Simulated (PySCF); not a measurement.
A GIAO shielding run with PySCF (density fitting, non-relativistic, gas phase) on `InChI=1S/C4H12F2OSi2/c5-4(6)9-3(8)1-2-7/h3-4,7H,1-2,9H2,8H3/t3-/m1/s1`:

```
$ OMP_NUM_THREADS=1 python probes_run.py task.json out

{"job": {"kind": "nmr", "xc": "PBE0", "basis": "pcSseg-1"}, "charge": 0, "multiplicity": 1}
O     -1.278790    -1.750614    -0.988124
C     -2.188175    -0.964509    -0.247068
C     -1.632357     0.450008    -0.240313
C     -0.298631     0.514001     0.499346
Si     0.470906     2.255350     0.297390
Si     0.828879    -0.928276    -0.029675
C      2.579525    -0.476682     0.686956
F      3.399951    -1.564332     0.580183
F      3.178524     0.504714    -0.052587
H     -1.487151    -2.685217    -0.895033
H     -2.271473    -1.339142     0.780815
H     -3.179580    -0.994642    -0.717470
H     -1.492768     0.752134    -1.278984
H     -2.362806     1.121706     0.214533
H     -0.509889     0.378542     1.566513
H      0.940830     2.435641    -1.073157
H      1.538056     2.441928     1.277199
H     -0.588799     3.235146     0.577803
H      0.601754    -2.183592     0.702553
H      1.109124    -1.031160    -1.455795
H      2.633949    -0.154062     1.735487
```

Hardware: 1 thread of an Arm Neoverse N1, shared host. The job also computes population analyses, field gradients.

Question: How large is the calculation?

Answer: 90 electrons, 227 basis functions and 1225 auxiliary functions.

Question: How long does it take, and how much memory does it need?

Answer: 83 s of wall time, with 13 SCF cycles and 4 response iterations; peak memory 1 GiB. Times on a shared host scatter by some tens of per cent.
